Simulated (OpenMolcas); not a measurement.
## Co3+, Rh3+, Ir3+: d⁶ down the group

```yaml
Program: OpenMolcas 26.06
Method: CASSCF
Basis: ANO-R3
Scalar_Hamiltonian: X2C, finite nucleus
Spin-orbit_coupling: state interaction with AMFI integrals over the reference wave functions, term energies averaged over their components
```

Active space for each ion: 6 electrons in 5 orbitals (d).

Computed levels in cm-1 above ⁵D₄:

| Level | Co3+ | Rh3+ | Ir3+ |
| --- | --- | --- | --- |
| ⁵D₃ | 622 | 1550 | 5931 |
| ⁵D₂ | 1060 | 2473 | 6302 |
| ⁵D₁ | 1343 | 3072 | 9189 |
| ⁵D₀ | 1481 | 3359 | 9666 |
| ³H₆ | 26196 | 20098 | 21158 |
| ³H₅ | 26515 | 20580 | 21303 |
| ³P₂(1) | 28615 | 21296 | 22084 |
| ³F₃(1) | 30324 | 23426 | 25325 |
| ³P₁(1) | 30438 | 25732 | 39097 |
| weight of ⁵D in the lowest level (%) | 100 | 99 | 86 |

Mixed levels, with the weight of the term that names them: Ir3+ ⁵D₂ (73 %), Ir3+ ³H₅ (56 %), Ir3+ ³P₂(1) (57 %), Ir3+ ³F₃(1) (56 %), Ir3+ ³P₁(1) (63 %).

Measured, with the error of the calculation in %. Measured levels: Co3+ from Sugar and Corliss, J. Phys. Chem. Ref. Data 10, 1097 (1981).

```tsv
Level	Co3+
⁵D₃	639 (-2.6)
⁵D₂	1078 (-1.6)
⁵D₀	1494 (-0.8)
³H₆	23680 (+10.6)
³H₅	24032 (+10.3)
³P₂(1)	22883 (+25.0)
³F₃(1)	25736 (+17.8)
³P₁(1)	24729 (+23.1)
```

The fine-structure level ⁵D₀ changes by a factor of 6.53 from Co3+ to Ir3+.

Without spin-orbit coupling ³H lies 25888, 19350, 17886 cm-1 above ⁵D in that order; the difference to the level ³H₆, of either sign, comes from spin-orbit coupling, which also lowers the zero.

Without dynamic correlation excited terms often stand tens of per cent too high (terms of higher spin than the ground term too low), and those without a measured partner can miss by more than the paired ones. Computed and measured levels are paired by configuration, term and J; levels that our copy of the source lacks, or whose pairing is in doubt (as where it misses far off the trend of its configuration), stay unpaired and out of the deviations. Only configurations of the active space appear.

A number in round brackets counts repeated terms of one configuration in the order of the reference energies.
